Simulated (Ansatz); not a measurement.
All values below come from frozen-core CCSD(T)/def2-TZVPP // B3LYP-D3(BJ)/def2-TZVP run with Ansatz (an electronic-structure program).

Ansatz 0.2 input:
```yaml
crystal:
  periodic: [false, false, false]
  atoms:
    - { symbol: C, position_ang: [2.227582, 0.313106, -0.401081] }
    - { symbol: C, position_ang: [1.014659, -0.155811, -0.375763] }
    - { symbol: C, position_ang: [-0.201503, -0.619384, -0.328911] }
    - { symbol: C, position_ang: [-1.218817, -0.191198, 0.695618] }
    - { symbol: O, position_ang: [-2.370523, 0.393033, 0.092921] }
    - { symbol: H, position_ang: [2.476871, 1.205089, -0.964742] }
    - { symbol: H, position_ang: [3.032479, -0.175763, 0.136147] }
    - { symbol: H, position_ang: [-0.5335, -1.339191, -1.072264] }
    - { symbol: H, position_ang: [-1.591721, -1.061164, 1.239223] }
    - { symbol: H, position_ang: [-0.755967, 0.488795, 1.417887] }
    - { symbol: H, position_ang: [-2.079559, 1.142489, -0.439032] }
basis:
  gaussian: { orbitals: def2-TZVPP }
correlation:
  method: ccsd_t
```

Output:

```
Functional definition: HF
1438 factors; integrals over basis functions are off by at most 7.8e-4 eV
mean field evaluation 1: about -6250.6308 eV, gradient 3.8e1 eV
mean field evaluation 2: about -6250.9135 eV, gradient 3.8e1 eV
mean field evaluation 4: about -6254.3974 eV, gradient 4.8e0 eV
mean field evaluation 8: about -6254.4671 eV, gradient 2.9e-1 eV
mean field evaluation 16: about -6250.6286 eV, gradient 3.8e1 eV
mean field -6254.46772307 eV, -229.8474493925 hartree, gradient 3.0e-6 eV, S^2 0.000000; 0 other end points of the search recorded, 0 dependent functions left out
5 core orbitals not correlated
reference -6254.46772307 eV, -229.8474493925 hartree; 14, 14 occupied and 220, 220 virtual orbitals, 1438 factors
second order -23.96933967 eV of doubles, -0.00000000 eV of singles
cycle   1  -24.16891155 eV  change   -2.0e-1 eV  update   1.0e-1
cycle   2  -24.76077439 eV  change   -5.9e-1 eV  update   3.3e-2
cycle   3  -24.90051514 eV  change   -1.4e-1 eV  update   1.6e-2
cycle   4  -24.89459986 eV  change    5.9e-3 eV  update   4.6e-3
cycle   5  -24.89395397 eV  change    6.5e-4 eV  update   2.1e-3
cycle   6  -24.89537251 eV  change   -1.4e-3 eV  update   6.3e-4
cycle   7  -24.89530474 eV  change    6.8e-5 eV  update   2.4e-4
cycle   8  -24.89524822 eV  change    5.7e-5 eV  update   8.2e-5
cycle   9  -24.89527922 eV  change   -3.1e-5 eV  update   3.5e-5
cycle  10  -24.89529569 eV  change   -1.6e-5 eV  update   1.4e-5
perturbative correction -1.10196081 eV, -0.0404963129 hartree
Total energy: -6280.46497957 eV, -230.8028309472 hartree
```

Cost: very roughly 120 core-seconds.
